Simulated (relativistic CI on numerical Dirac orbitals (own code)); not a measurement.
# Hyperfine structure of Lu22+, mass number 176

Computed by Dirac-Coulomb-Breit CI, orbitals from a KLI potential per configuration, model QED (radiative potential, 1s self-energy scaled to tabulated hydrogen-like ionisation energies), unscaled Slater integrals (own radial code, finite nucleus).

Configuration list (outside the closed core [Ar] 3d10 4s2): 4p⁶4d¹⁰4f³, 4p⁶4d¹⁰4f²5s, 4p⁶4d¹⁰4f5s², 4p⁶4d⁹4f⁴, 4p⁶4d¹⁰4f²5p, 4p⁶4d¹⁰4f5s5p, 4p⁶4d¹⁰4f5p², 4p⁶4d¹⁰4f²5d, 4p⁶4d¹⁰4f5s5d, 4p⁵4d¹⁰4f⁴, 4p⁶4d¹⁰4f5p5d, 4p⁶4d⁹4f²5s², 4p⁶4d¹⁰4f²5f, 4p⁶4d¹⁰4f5d², 4p⁶4d¹⁰4f²6s, 4p⁶4d¹⁰4f²6p. Levels of other configurations are missing.

Nuclear spin I = 7, μ = 3.16 μN, Q = 4.92 b (tables of Stone and Pyykkö). The electronic factors are computed for point nuclear moments, without core polarisation or the Bohr-Weisskopf and QED corrections.

```json
{"Level": "4p⁶4d¹⁰4f³ ⁴I°9/2", "E (eV)": "0.0000", "A (MHz)": "1435", "B (MHz)": "5170"}
{"Level": "4p⁶4d¹⁰4f³ ⁴I°11/2", "E (eV)": "1.6992", "A (MHz)": "1115", "B (MHz)": "5840"}
{"Level": "4p⁶4d¹⁰4f³ ⁴I°13/2", "E (eV)": "3.2495", "A (MHz)": "948.5", "B (MHz)": "7100"}
{"Level": "4p⁶4d¹⁰4f³ ⁴F°3/2", "E (eV)": "4.1233", "A (MHz)": "1562", "B (MHz)": "-3220"}
{"Level": "4p⁶4d¹⁰4f³ ⁴I°15/2", "E (eV)": "4.6641", "A (MHz)": "863.5", "B (MHz)": "8870"}
{"Level": "4p⁶4d¹⁰4f³ ⁴F°5/2", "E (eV)": "5.2383", "A (MHz)": "988.5", "B (MHz)": "-1680"}
{"Level": "4p⁶4d¹⁰4f³ ⁴F°7/2", "E (eV)": "5.7792", "A (MHz)": "962.8", "B (MHz)": "-10000"}
{"Level": "4p⁶4d¹⁰4f³ ⁴G°5/2", "E (eV)": "6.3933", "A (MHz)": "1495", "B (MHz)": "-3740"}
```

Levels with J = 0, under 50 % of one LS term, or S terms without an open s electron are left out. Small factors come from cancelling terms and can be off by tens of per cent or more.

At this charge transitions that keep the count of f electrons are usually good to a few per cent. Terms inside the open d or f shell come out 10 to 20 % too wide with unscaled integrals. Levels that differ in their count of f electrons can be misplaced by several ten thousand cm⁻¹, since the correlation energy of f electrons is missing or only estimated; rates across such gaps can be off by orders of magnitude.

Q: Give the hyperfine levels of 4p⁶4d¹⁰4f³ ⁴I°9/2 relative to its centre of gravity.

A: With K = F(F + 1) − I(I + 1) − J(J + 1), E = AK/2 + B[¾K(K + 1) − I(I + 1)J(J + 1)]/[2I(2I − 1)J(2J − 1)]: F = 5/2: -49740, F = 7/2: -45280, F = 9/2: -39460, F = 11/2: -32210, F = 13/2: -23470, F = 15/2: -13130, F = 17/2: -1093, F = 19/2: 12770, F = 21/2: 28580, F = 23/2: 46500 MHz.

LS names give the leading component of a level, which can be under half, so a name can repeat, a term be missing and a line seem to break the LS rules.
